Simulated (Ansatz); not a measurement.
The pair A = H5NSi (SMILES N[SiH3]) (first 7 atoms), B = CH4 (SMILES C); geometry from B3LYP-D3(BJ)/def2-TZVP.
(charge 0, multiplicity 1):
```xyz
12

N      0.9059    -0.3791     0.2064
Si    -0.6519     0.3262    -0.0057
H      1.6797    -0.0661    -0.3585
H      1.2172    -0.6469     1.1268
H     -0.8403     1.6741     0.5991
H     -0.8857     0.4544    -1.4627
H     -1.6618    -0.5685     0.6048
C      0.2074    -0.0987     3.7341
H      1.2576    -0.3896     3.7500
H      0.0990     0.8527     3.2156
H     -0.3793    -0.8627     3.2251
H     -0.1507     0.0041     4.7573
```

Cores are frozen in the correlated methods. MP2 and its Hartree–Fock in aug-cc-pV(T+d)Z are density fitted.

The values were computed with Ansatz (a program for electronic structure) with Gaussian orbitals. 

The counterpoise-corrected interaction energy is E(AB) − E(A in the pair's basis) − E(B in the pair's basis). Total energies (hartree):

```
level                              AB  A in the pair's basis  B in the pair's basis
-----------------------  ------------  ---------------------  ---------------------
HF/aug-cc-pV(D+d)Z       -386.5233515           -346.3245982            -40.1998882
MP2/aug-cc-pV(D+d)Z      -386.9936150           -346.6239689            -40.3682232
HF/aug-cc-pV(T+d)Z       -386.5676504           -346.3551632            -40.2135865
MP2/aug-cc-pV(T+d)Z      -387.1311004           -346.7147205            -40.4145730
CCSD(T)/aug-cc-pV(D+d)Z  -387.0652271           -346.6676634            -40.3960592
```

Task: Work out the counterpoise-corrected interaction energy at the basis-set limit: extrapolate the MP2 correlation part as X⁻³, take Hartree–Fock from the larger set, and add the CCSD(T) − MP2 difference of aug-cc-pV(D+d)Z.

Result: 
1. Differences (1 hartree = 627.509 kcal/mol): HF/aug-cc-pV(D+d)Z 0.712; MP2/aug-cc-pV(D+d)Z -0.893; HF/aug-cc-pV(T+d)Z 0.690; MP2/aug-cc-pV(T+d)Z -1.134; CCSD(T)/aug-cc-pV(D+d)Z -0.944.
2. Correlation parts, MP2 less HF: -1.605 in aug-cc-pV(D+d)Z (X = 2), -1.824 in aug-cc-pV(T+d)Z (X = 3).
3. Limit (3³·(-1.824) − 2³·(-1.605))/(3³ − 2³) = -1.916; with HF/aug-cc-pV(T+d)Z it gives -1.226.
4. CCSD(T) less MP2 in aug-cc-pV(D+d)Z: -0.051.
Result: -1.28 kcal/mol, against -0.89 at MP2/aug-cc-pV(D+d)Z. It is an estimate of this method's limit, not of the exact value.
